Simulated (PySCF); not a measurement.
Dipole response of Hf (hafnium, neutral)

[Xe] 4f14 5d2 6s2, high-spin 3F determinant. Computed with PySCF 2.14 in aug-cc-pVTZ-PP with one added diffuse shell each of s, p, d, f, g type with ECP60MDF (7s7p6d4f3g, 113 functions), with scalar relativity through the core potential. Coupled (time-dependent) response in atomic units; α is the mean over directions.

```tsv
method	mean α (bohr³)	C₆ (like pair)	S(−4)
TPSS	107.7	1491	5045
```

S(−4) is the Cauchy moment in α(ω) = α(0) + S(−4) ω² + …

Reference α: 103 ± 6 bohr³ (recommended; Schwerdtfeger and Nagle, table of static dipole polarizabilities (2023 update)). Published C₆: 1040 (Gould and Bucko (2016)).

Spin-orbit coupling is absent.

α(iu) at TPSS:

```json
{"u (hartree)": "0", "α(iu) (bohr³)": "107.7"}
{"u (hartree)": "0.0500", "α(iu) (bohr³)": "96.94"}
{"u (hartree)": "0.100", "α(iu) (bohr³)": "76.53"}
{"u (hartree)": "0.200", "α(iu) (bohr³)": "44.93"}
{"u (hartree)": "0.300", "α(iu) (bohr³)": "28.64"}
{"u (hartree)": "0.500", "α(iu) (bohr³)": "14.97"}
{"u (hartree)": "0.750", "α(iu) (bohr³)": "8.741"}
{"u (hartree)": "1.00", "α(iu) (bohr³)": "5.938"}
{"u (hartree)": "1.50", "α(iu) (bohr³)": "3.386"}
{"u (hartree)": "2.00", "α(iu) (bohr³)": "2.215"}
{"u (hartree)": "3.00", "α(iu) (bohr³)": "1.157"}
{"u (hartree)": "5.00", "α(iu) (bohr³)": "0.4696"}
```

Energies and moments cover only the electrons outside the core potential. Spin-orbit coupling, absent here, splits the open shell strongly.
